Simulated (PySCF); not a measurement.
Gas-phase reaction: 3 H2Te + 2 C3H4 (cyclic) + 2 H2 ⇌ 3 Te(CH3)2

Energies from PySCF, thermal terms from the rigid-rotor harmonic-oscillator model, ideal gas at 1 bar. † marks an energy on the PBE0/def2-TZVP geometry and frequencies. MP2 and CCSD(T) freeze the core. All species are closed-shell singlets. Te: scalar-relativistic def2 core potential, no spin-orbit coupling. MP2 isn't extrapolated to the basis-set limit. CCSD(T) isn't extrapolated to the basis-set limit.

```csv
level,"ΔH°(298 K), kJ"
CCSD(T)/def2-SVP†,___
HF/def2-TZVP†,-647
M06-2X/def2-TZVP†,-684
MP2/def2-SVP†,-632
PBE/def2-TZVP†,___
PBE0/def2-QZVP†,-705
ωB97X-V/def2-TZVP†,___
```

Task: Some entries are withheld; supply them.

Result: 
- CCSD(T)/def2-SVP†, ΔH°(298 K), kJ: -606
- PBE/def2-TZVP†, ΔH°(298 K), kJ: -670
- ωB97X-V/def2-TZVP†, ΔH°(298 K), kJ: -701
